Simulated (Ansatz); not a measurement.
Consider the redistribution: `CB[SiH](F)F` + `C[SiH2]C(O)F` → `CBC(O)F` + `C[SiH2][SiH](F)F`.

Program: Ansatz. Geometries: PBE0-D4/def2-TZVP. ΔE: electronic, gas phase. CCSD(T)/CBS is the MP2 limit (def2-TZVPP, def2-QZVPP) plus CCSD(T) − MP2 in def2-TZVPP, frozen cores. Functionals use def2-TZVPP. One conformer a species, not always the lowest.

```csv
level,ΔE (kJ/mol),difference from CCSD(T)/CBS
PBE-D4,-33.6,-7.4
r2SCAN-D4,-30.5,-4.3
PBE0-D4,-31.3,-5.1
ωB97M-V,-24.7,1.5
PBE,-34.3,-8.1
PBE0,-31.8,-5.6
HF/def2-TZVPP,-25.4,0.8
SCS-MP2/def2-TZVPP,-24.8,1.4
CCSD/def2-TZVPP,-26.0,0.2
CCSD(T)/def2-TZVPP,-26.7,-0.5
HF/def2-QZVPP,-25.2,1.0
MP2/def2-QZVPP,-25.3,0.9
SCS-MP2/def2-QZVPP,-24.6,1.6
HF/CBS(def2),-25.2,1.0
MP2/CBS(def2),-25.2,1.0
CCSD/CBS(def2),-25.5,0.7
CCSD(T)/CBS,-26.2,0
```

Largest T1 diagnostic among the species: 0.012.
